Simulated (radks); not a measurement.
Task: The mean radii <r> (bohr) of the occupied orbitals of an atom or ion are listed with their occupations. All-electron calculation, non-relativistic Kohn-Sham, TPSS, spin-polarised, spherical densities, point nucleus; meta-GGA in the generalised Kohn-Sham scheme. Program: a radial shooting solver on a logarithmic mesh with Libxc functionals.

| orbital | occ. | <r> |
|---|---|---|
| 1s up | 1 | 0.08148 |
| 1s down | 1 | 0.08148 |
| 2s up | 1 | 0.3891 |
| 2s down | 1 | 0.3890 |
| 2p up | 3 | 0.3510 |
| 2p down | 3 | 0.3510 |
| 3s up | 1 | 1.237 |
| 3s down | 1 | 1.242 |
| 3p up | 3 | 1.350 |
| 3p down | 2 | 1.360 |

Name the element and its charge. Open shells, if any, are filled with parallel spins first.

Result: Z = 19, potassium, charge +2: K2+ in [Ne] 3s2 3p5. The 1s radius gives Z: for a bare nucleus <r> = 1.5/Z, 0.07895 bohr for Z = 19, and screening makes it slightly larger (0.08148 here). The occupations add up to 17, and the charge is Z minus that.
